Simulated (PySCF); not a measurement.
**Excitation energy of Pd+ by level of theory**

Pd+ [Kr] 4d9 (2D) → Pd+ [Kr] 4d8 5p1 (high-spin determinant), as a difference of total energies. Computed with PySCF 2.14 in ANO-RCC-VTZP (7s6p4d2f1g, 68 functions), with scalar relativity by spin-free X2C-1e. Correlated levels: valence and next inner shell: [Ar] 3d10 frozen. The calculations carry no spin-orbit coupling.

```json
{"method": "UHF", "excitation energy (eV)": "7.525"}
{"method": "MP2 (valence and next inner shell)", "excitation energy (eV)": "8.908"}
{"method": "SCS-MP2 (valence and next inner shell)", "excitation energy (eV)": "8.829"}
{"method": "CCSD (valence and next inner shell)", "excitation energy (eV)": "8.513"}
{"method": "CCSD(T) (valence and next inner shell)", "excitation energy (eV)": "8.552"}
```

Q: How much does correlation contribute at CCSD(T) (valence and next inner shell)?

A: 8.552 − (7.525) = 1.027 eV, measured against UHF.

A first-order spin-orbit estimate (lowest level to lowest level, LS coupling) adds -0.006 eV.

The basis was made for the ground configuration and has no added diffuse functions, so the excitation energy can come out too high.

The determinant of the upper state mixes LS terms, which raises its energy above the lowest term, most at the Hartree-Fock and MP2 levels.
